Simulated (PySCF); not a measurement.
C₃H₁₂SSi₂, SMILES S[SiH2][SiH2]C(C)C (GFN2-xTB optimised geometry):

```
18

C      2.388    -1.155     0.389
C      0.865    -1.099     0.382
C      0.306    -2.110    -0.616
Si     0.246     0.668     0.000
Si    -2.069     0.668     0.000
S     -2.798     2.701     0.000
H      2.739    -2.156     0.638
H      2.785    -0.892    -0.589
H      2.798    -0.461     1.119
H      0.516    -1.387     1.380
H     -0.783    -2.122    -0.596
H      0.627    -1.867    -1.627
H      0.660    -3.114    -0.384
H      0.817     1.091    -1.288
H      0.812     1.577     1.014
H     -2.719     0.033     1.151
H     -2.734     0.162    -1.197
H     -2.134     3.114     1.068
```

Method: PySCF 2.14.0 with PBE/def2-SVP.

Task: What are the frontier orbital energies and the dipole moment?

Result: HOMO-2 -7.50 eV, HOMO-1 -6.85 eV, HOMO -5.66 eV, LUMO -1.11 eV, LUMO+1 -0.52 eV; dipole moment 2.27 D.

On the same geometry PBE0/def2-SVP in PySCF gives HOMO-2 -8.79 eV, HOMO-1 -8.10 eV, HOMO -6.89 eV, LUMO -0.32 eV, LUMO+1 0.27 eV; dipole moment 2.40 D.

Meta-Löwdin charges at PBE/def2-SVP: C1 -0.30, C2 -0.24, C3 -0.30, Si4 0.33, Si5 0.29, S6 -0.28, H7 0.10, H8 0.10, H9 0.10, H10 0.10, H11 0.10, H12 0.10, H13 0.10, H14 -0.07, H15 -0.08, H16 -0.08, H17 -0.06, H18 0.09.
